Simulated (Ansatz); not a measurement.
`O[SiH2][BH][GeH3]` → `B[SiH2]O` + `[GeH2]` at 600 K and 1 bar (germylene loss).

Isolated molecules relaxed with PBE0-D4/def2-TZVP in Ansatz; ΔE leaves out vibrations. CCSD(T)/CBS adds triple-zeta CCSD(T) − MP2 to the extrapolated MP2 energy (def2 sets, frozen cores). For Ge outer-core shells are correlated without core-valence functions, which leaves a few kJ/mol of doubt a bond. Scalar relativity is left out up to krypton. One conformer a species, not always the lowest.

| species | CCSD(T)/CBS energy (Eh) | H − E (kJ/mol) | S (J/(mol·K)) |
| --- | --- | --- | --- |
| `O[SiH2][BH][GeH3]` | -2469.36569 | 243.4 | 483.7 |
| `B[SiH2]O` | -392.05150 | 181.6 | 373.2 |
| `[GeH2]` | -2077.24753 | 50.4 | 247.2 |

H − E and S are ideal-gas, rigid-rotor, harmonic terms from PBE0-D4/def2-TZVP, for one conformer and one mirror image of each species. 1 Eh = 2625.50 kJ/mol, R = 8.31446 J/(mol·K).

By hand: ΔE, ΔH, ΔS and ΔG.

ΔE = (-392.05150) + (-2077.24753) − (-2469.36569) = 0.06666 Eh = 175.0 kJ/mol. Δ(H − E) = 181.6 + 50.4 − 243.4 = -11.4, so ΔH = 163.6 kJ/mol. ΔS = 373.2 + 247.2 − 483.7 = 136.7 J/(mol·K). ΔG = 163.6 − 600 × (136.7)/1000 = 81.6 kJ/mol.

By hand: the equilibrium constant, and the temperature at which ΔG would vanish if ΔH and ΔS stayed fixed.

log₁₀ K = −ΔG/(RT ln 10) = -7.1. ΔG = 0 at ΔH/ΔS = 1197 K.

The number of gas molecules changes by +1, which sets the sign of ΔS. A doubt of 5 kJ/mol in ΔE shifts log₁₀ K by 0.4 here. Other conformers and mirror images would add mixing entropy, several J/(mol·K) or more a flexible species. Modes under 60 cm⁻¹, often nearly free rotors, make the harmonic entropy too high. These are equilibria of isolated gas molecules and say nothing of rates. Largest T1 diagnostic: 0.013 (customary marks: 0.02 for closed shells, 0.045 for open ones).
